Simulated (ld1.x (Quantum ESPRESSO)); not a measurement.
## Kr (Z = 36), TM: configuration errors across variants

ld1.x (Quantum ESPRESSO) 7.5 input, shortened:

```
&input
   title='Kr', zed=36., rel=1, dft='REVPBE', iswitch=3,
   config='[Kr] 4d-2'
 /
 &inputp
   pseudotype=2, tm=.true., lloc=-1, rcloc=1.40,
   nlcc=.true., new_core_ps=.true., rcore=0.65
 /
3
4S  1  0   2.00   0.00  1.00  1.00  0.0
4P  2  1   6.00   0.00  1.40  1.40  0.0
4D  3  2  -2.00   0.05  1.30  1.30  0.0
 &test
   configts(1)='4s2 4p6'
 /
```

All-electron excitation energies from the reference (eV): (1) 4s2 4p5 14.251; (2) 4s2 4p4 39.391; (3) 4s2 4p3 76.427; (4) 4s2 4p5.5 5.836; (5) 4s1 4p6 28.744; (6) 4s2 4p2 126.184.

A true bound ghost makes a file unfit for plane-wave use even where its test errors are small: the radial tests pick states by their node count and pass the ghost by.

Errors AE − PS in meV (a dash: test not solved or not reliable):

| change | (1) | (2) | (3) | (4) | (5) | (6) | bound ghosts |
| --- | --- | --- | --- | --- | --- | --- | --- |
| base | +1.5 | +15 | +47 | -0.2 | -6.4 | +99 | d |
| wave 4p (bound): rc 1.40 bohr becomes 4p (bound): rc 0.88 bohr | +2.7 | +13 | +27 | +0.5 | -4.6 | +27 | not determined |
| wave 4p (bound): rc 1.40 bohr becomes 4p (bound): rc 1.02 bohr | +4.5 | +27 | +74 | +0.6 | +11 | +145 | d |
| wave 4p (bound): rc 1.40 bohr becomes 4p (bound): rc 1.18 bohr | +2.9 | +20 | +59 | +0.2 | +2.7 | +119 | d |
| wave 4p (bound): rc 1.40 bohr becomes 4p (bound): rc 1.48 bohr | +1.4 | +14 | +46 | -0.3 | -7.4 | +99 | d |
| wave 4p (bound): rc 1.40 bohr becomes 4p (bound): rc 1.62 bohr | +1.4 | +14 | +46 | -0.3 | -6.9 | +98 | d |
| wave 4p (bound): rc 1.40 bohr becomes 4p (bound): rc 1.80 bohr | +1.5 | +14 | +43 | -0.2 | -2.7 | +87 | d |
| wave 4p (bound): rc 1.40 bohr becomes 4p (bound): rc 1.96 bohr | +1.6 | +14 | +39 | -0.2 | +2.7 | +69 | d |
| wave 4p (bound): rc 1.40 bohr becomes 4p (bound): rc 2.12 bohr | +1.7 | +13 | +31 | -0.1 | +9.6 | +39 | d |

Question: Give the same row for: wave 4p (bound): rc 1.40 bohr becomes 4p (bound): rc 1.36 bohr.

Answer: +1.6, +15, +47, -0.2, -5.6, +100; bound ghosts: d.
